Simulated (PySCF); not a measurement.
Ce(III) with different ligands

Computed with PySCF 2.14.0, PBE0, def2-SVP on the ligands, density fitting, scalar-relativistic core potentials, no spin-orbit coupling, vacuum. The metal has lcecp-1-SVP with ECP47. Each complex is relaxed within the symmetry of a template of the same shape. Distances are means of the shortest metal–ligand contacts, charges and spins Mulliken's; removal energies are rigid, with the ligand's formal charge and no counterpoise, so too large; for an anion taken off a cation in vacuum most of it is the attraction of opposite charges, and multiply charged cations can part far more cheaply with an electron moved from ligand to metal. lcecp potentials hold a fixed number of 4f electrons in the core, out of states, spins and gaps.

| complex | point group | M–first ligand (Å) | charge on M (e) | dipole (D) | removal of one first-named ligand (eV) | strongest infrared band, degenerate modes summed (cm⁻¹) | unstable modes (below −25 cm⁻¹) |
| --- | --- | --- | --- | --- | --- | --- | --- |
| CeH3(NH3) | C3v | 2.133 | 0.68 | 6.36 | 8.60 | 1314 | 0 |
| CeCl3(H2O) | Cs | 2.604 | 0.95 | 5.41 | 8.66 | – | 1 (soft) |
| CeH3(H2O) | C1 | 2.141 | 0.79 | 3.85 | 9.01 | 1352 | 0 |

Q: What does the calculation give for Ce(OH)3(NH3)?

A: point group: C1, nearly C3v, M–first ligand (Å): 2.173, charge on M (e): 1.04, dipole (D): 4.20, removal of one first-named ligand (eV): 10.02, unstable modes (below −25 cm⁻¹): not given.
```xyz
11

Ce    0.1883   -0.2250    0.2781
O     1.2689    1.3740    1.2764
H     1.7764    2.0156    1.7730
O    -1.4774   -1.1639    1.3122
H    -2.1443   -1.6417    1.8052
O     1.1943   -1.3316   -1.2979
H     1.6949   -1.8494   -1.9282
N    -1.3113    1.3316   -1.3108
H    -1.9211    1.9456   -0.7695
H    -0.7537    1.9329   -1.9184
H    -1.9170    0.7796   -1.9193
```

Members with unstable modes aren't minima as they stand: saddle points kept by symmetry or, where the modes are soft, flat surfaces and noise. Moved off a saddle point of the template and relaxed again: CeH3(H2O). One start shape was tried for each, so a minimum needn't be the lowest isomer.
